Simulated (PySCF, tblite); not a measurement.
Breaking a bond: SnO, singlet.

- GFN2-xTB, 300 K electronic temperature (tblite)
- UCCSD(T) = PySCF 2.14.0 with CCSD(T) on UHF/def2-SVP, 5 core orbitals frozen, def2 effective core potentials past Kr

Energies relative to the lowest point of each curve near equilibrium, in kJ/mol; the last columns give the difference from UCCSD(T):

```
R / Å  GFN2-xTB  UCCSD(T)  GFN2-xTB − UCCSD(T)
-----  --------  --------  -------------------
1.36      757.9    1073.4               -315.5
1.44      389.3     638.4               -249.1
1.56      123.4     253.8               -130.4
1.65       39.3     101.7                -62.4
1.70       15.9      50.7                -34.8
1.78        0.4      12.6                -12.2
1.82        0.0       3.5                 -3.5
1.87        4.6       0.0                  4.6
1.91       11.6       2.5                  9.1
1.98       29.6      15.6                 14.0
2.13       85.4      70.2                 15.3
2.24      136.2     124.1                 12.0
2.44      239.3     226.4                 12.9
2.73      395.7     313.4                 82.3
3.02      541.4     410.9                130.5
3.27      649.4     435.3                214.1
3.65          —     446.6                    —
4.00          —     451.2                    —
4.49          —     454.9                    —
4.90          —     456.5                    —
5.41          —     457.5                    —
6.40          —     458.1                    —
7.20          —     458.2                    —
```

GFN2-xTB is furthest from UCCSD(T) at 1.36 (-315.5 kJ/mol, below); its mean absolute difference over the points is 81.4 kJ/mol.

Dashes: no converged value, or the column stops at the first point that the program doubted or that broke a chosen test of continuity, which isn't proof of a fault.

The unrestricted solution behind UCCSD(T) changes between 2.44 and 2.73 Å, which can leave a kink. The unrestricted determinant behind UCCSD(T) is spin-contaminated at 1.78 to 7.20 Å (<S²> up to 2.0, against 0.00 for a pure singlet).
